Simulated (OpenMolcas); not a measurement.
## As IV: effect of the IPEA shift

* Program: OpenMolcas 26.06
* Basis: ANO-RCC-VTZP [6s5p3d1f]
* Scalar Hamiltonian: DKH2, point nucleus
* Active space: 2 electrons in 9 orbitals (RAS2 4s 4p; RAS3 4d, at most 2 electrons)
* State averaging: 2S+1 = 3 even, 3 roots; 2S+1 = 1 even, 7 roots; 2S+1 = 3 odd, 3 roots; 2S+1 = 1 odd, 3 roots
* Spin-orbit coupling: RASSI with atomic mean-field integrals over the reference wave functions, term energies averaged over their components

Methods on the same reference wave functions:
A. RASSCF
B. MS-RASPT2, IPEA 0 Eh, imaginary shift 0.1 Eh (closed shells correlated: 3d)
C. MS-RASPT2, IPEA 0.25 Eh, imaginary shift 0.1 Eh (closed shells correlated: 3d)

Energies in cm-1 above 4s2 1S0, the measured ground level; measured values from Moore, Atomic Energy Levels, vol. II, NSRDS-NBS 35 (1971 reprint of NBS Circular 467, 1952).

```json
{"Level": "4s2 1S0", "A": "0.0", "B": "0.0", "C": "0.0", "Measured": "0.0"}
{"Level": "4s 4p 3P* 0", "A": "71557", "B": "73011", "C": "73004", "Measured": ""}
{"Level": "4s 4p 3P* 1", "A": "72579", "B": "74031", "C": "74025", "Measured": "76962"}
{"Level": "4s 4p 3P* 2", "A": "74773", "B": "76227", "C": "76220", "Measured": "79492"}
{"Level": "4s 4p 1P* 1", "A": "112739", "B": "112722", "C": "112743", "Measured": "112022"}
{"Level": "4p2 1D2", "A": "173474", "B": "175568", "C": "175565", "Measured": ""}
{"Level": "4p2 3P0", "A": "176165", "B": "177791", "C": "177840", "Measured": ""}
{"Level": "4p2 3P1", "A": "177430", "B": "179078", "C": "179127", "Measured": "181468"}
{"Level": "4p2 3P2", "A": "179774", "B": "181444", "C": "181490", "Measured": "184394"}
```

Deviations, from unrounded energies. A percentage is the sum of absolute deviations over the sum of measured energies, with the sign that they share, or ± where signs differ.

```csv
Against measurement,Levels,A,B,C
mean absolute deviation (cm-1),5,3700,2400,2400
other configurations (%),5,±2.9,±1.9,±1.9
```

B, C lie about equally close to measurement and A furthest from it. The largest miss of C in the table is 4s 4p 3P* 2, by -3300 cm-1. The ranking rests on the paired levels alone, and a cruder setting can come out closer through cancelling errors.

Between B and C the level of the table that moves most is 4p2 3P0, by 49 cm-1 (lowest in B, highest in C).

The lowest spin-free term lies below A's lowest term by 0.045 hartree in B, 0.045 hartree in C.

Active for correlation alone: 4d; no level in the range computed is led by a configuration that fills it, so any true level of that kind is missing. Some terms mix strongly with configurations of 4d, whose occupation reaches 0.25 (4p2 1D). Measured partners are found by configuration, term and J. A level has none where our copy of the source lacks it or the pairing is in doubt (some pairs that miss far off the trend of their configuration count as doubtful), and it then counts in no deviation. Only configurations of the active space appear. The table leaves out levels that lie high or whose names do not pair safely across all columns.

* marks odd parity.
